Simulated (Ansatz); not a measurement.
Mg8S8 (started as a model of: 2x2x4 MgS rock-salt block). The state is a singlet with charge 0. Geometry r2SCAN-D4/def2-SVP; atoms count from 1.

```xyz
16

Mg    1.3083   -3.5542   -0.2168
S     1.2150   -1.4462   -1.3728
Mg    0.6113    0.8995   -1.7203
S     0.3726    3.1608   -2.7016
S     2.2241   -2.9501    1.9442
Mg    1.5620   -0.7229    1.0868
S     1.5289    1.6694    0.5729
Mg    0.6752    3.7154   -0.3619
S    -1.0255   -4.0407    0.2189
Mg   -1.1569   -1.6356   -0.3566
S    -1.9038    0.5165   -1.2494
Mg   -1.8070    2.8817   -1.6797
Mg   -0.1771   -3.0430    2.2581
S    -0.8392   -0.7395    2.0497
Mg   -1.0158    1.4592    0.9904
S    -1.5720    3.8298    0.5382
```

Q: Estimate the Mulliken populations from the PBE0/def2-SVP orbitals of Ansatz.

A: 
| atom | charge (e) |
| --- | --- |
| Mg1 | 0.49 |
| S2 | -0.63 |
| Mg3 | 0.68 |
| S4 | -0.53 |
| S5 | -0.53 |
| Mg6 | 0.68 |
| S7 | -0.63 |
| Mg8 | 0.49 |
| S9 | -0.53 |
| Mg10 | 0.68 |
| S11 | -0.63 |
| Mg12 | 0.49 |
| Mg13 | 0.49 |
| S14 | -0.63 |
| Mg15 | 0.68 |
| S16 | -0.53 |
Mulliken values depend strongly on the basis.

Q: And the Mayer bond orders between heavy atoms (over 0.3)?

A: Mg1–S2 0.69 (2.41 Å); Mg1–S5 0.78 (2.42 Å); Mg1–S9 0.78 (2.42 Å); S2–Mg3 0.52 (2.45 Å); S2–Mg6 0.44 (2.59 Å); S2–Mg10 0.44 (2.59 Å); Mg3–S4 0.58 (2.48 Å); Mg3–S7 0.44 (2.59 Å); Mg3–S11 0.44 (2.59 Å); S4–Mg8 0.78 (2.42 Å); S4–Mg12 0.78 (2.42 Å); S5–Mg6 0.58 (2.48 Å); S5–Mg13 0.78 (2.42 Å); Mg6–S7 0.52 (2.45 Å); Mg6–S14 0.44 (2.59 Å); S7–Mg8 0.69 (2.41 Å); S7–Mg15 0.44 (2.59 Å); Mg8–S16 0.78 (2.42 Å); S9–Mg10 0.58 (2.48 Å); S9–Mg13 0.78 (2.42 Å); Mg10–S11 0.52 (2.45 Å); Mg10–S14 0.44 (2.59 Å); S11–Mg12 0.69 (2.41 Å); S11–Mg15 0.44 (2.59 Å); Mg12–S16 0.78 (2.42 Å); Mg13–S14 0.69 (2.41 Å); S14–Mg15 0.52 (2.45 Å); Mg15–S16 0.58 (2.48 Å).
